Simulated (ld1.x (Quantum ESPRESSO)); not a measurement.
Plane-wave convergence, PAW potential for Tb (Z = 65)

* Element: terbium (Tb)
* Generator: ld1.x (Quantum ESPRESSO) 7.5
* Type: PAW
* Functional: PBE
* Relativity: scalar-relativistic
* Frozen core: [Kr] 4d10 4f8
* Valence charge: 11
* Reference configuration: 5s2 5p6 5d1 6s2 6p0
* Partial waves: 5s (bound): rcut 2.20, rcutus 2.55 bohr; 6s (bound): rcut 2.20, rcutus 2.55 bohr; 5p (bound): rcut 2.00, rcutus 2.70 bohr; 6p (bound, empty): rcut 2.00, rcutus 2.70 bohr; 5d (bound): rcut 2.90, rcutus 3.20 bohr; 5d channel at 4.65 Ry: rcut 2.90, rcutus 3.20 bohr
* Local potential: all-electron potential smoothed inside 2.90 bohr (lloc = -1)
* Core correction: a·sin(br)/r model core, default radius (ld1.x builds one for every PAW set, though the input has nlcc=.false.)
* Augmentation charge: PSQ, inside the norm-conserving radii

The pseudo-atom Hamiltonian at the reference potential is diagonalised in spherical Bessel functions j_l(qr) that vanish at 20 bohr, with q² up to the cutoff. All-electron valence levels (Ry): 5s -3.7685, 6s -0.3083, 5p -2.0498, 6p -0.0979, 5d -0.1781.

Question: How do the lowest levels (Ry) of each channel move with the cutoff, and are there ghosts?

Answer:

| cutoff (Ry) | s #1 | s #2 | p #1 | p #2 | p #3 | d #1 | f #1 | f #2 | Σ f·Δε (mRy) |
| --- | --- | --- | --- | --- | --- | --- | --- | --- | --- |
| 8 | -3.7667 | -0.2679 | -2.0421 | -0.0726 | 0.0543 | -0.1764 | 0.0963 | 0.2068 | 132.6 |
| 10 | -3.7681 | -0.2866 | -2.0482 | -0.0768 | 0.0527 | -0.1779 | 0.0963 | 0.2068 | 54.3 |
| 15 | -3.7683 | -0.3069 | -2.0495 | -0.0945 | 0.0464 | -0.1781 | 0.0963 | 0.2068 | 5.0 |
| 18 | -3.7685 | -0.3080 | -2.0497 | -0.0973 | 0.0454 | -0.1781 | 0.0963 | 0.2068 | 1.2 |
| 25 | -3.7685 | -0.3082 | -2.0497 | -0.0977 | 0.0453 | -0.1781 | 0.0963 | 0.2068 | 0.5 |
| 30 | -3.7685 | -0.3083 | -2.0498 | -0.0979 | 0.0452 | -0.1781 | 0.0963 | 0.2068 | 0.2 |
| 400 | -3.7685 | -0.3083 | -2.0498 | -0.0979 | 0.0452 | -0.1781 | 0.0963 | 0.2068 | 0.0 |

Result: no extra level below or beside the all-electron valence levels (s, p, d, f tested); 10 mRy is reached at 15 Ry and 1 mRy at 21 Ry.

Test run stopped at test 2 of 7 (negative rho).
